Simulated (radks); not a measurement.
The numbers below are computed, except where a source is named.
Problem. Species: Gd1.5+. Configuration: [Xe] 4f(up 3.5, down 3.5) 5d(up 0.75, down 0.75) (fractional occupations, a model configuration). Code: a radial shooting solver on a logarithmic mesh with Libxc functionals. Model: scalar-relativistic Kohn-Sham, BLYP, spin-polarised, spherical densities, finite nucleus; Fermi nuclear charge, rms radius 5.1569 fm. Some entries of the table are withheld. Estimate them.

orbital  occ.  eigenvalue (eV)  <1/r> (bohr^-1)
1s          2        -50110.01            71.64
2s          2        -8281.465            16.62
2p          6        -7371.706              (1)
3s          2        -1842.469            6.098
3p          6        -1560.581            5.734
3d         10        -1188.132            5.441
4s          2        -377.8636            2.571
4p          6        -284.9218              (2)
4d         10        -156.3093            2.083
5s          2         -58.3877           0.9951
5p          6         -35.9416              (3)
4f          7         -17.3460            1.522
5d        1.5         -10.9060              (4)

Solution. 
(1) 2p <1/r> (bohr^-1): 15.52
(2) 4p <1/r> (bohr^-1): 2.364
(3) 5p <1/r> (bohr^-1): 0.8369
(4) 5d <1/r> (bohr^-1): 0.5111
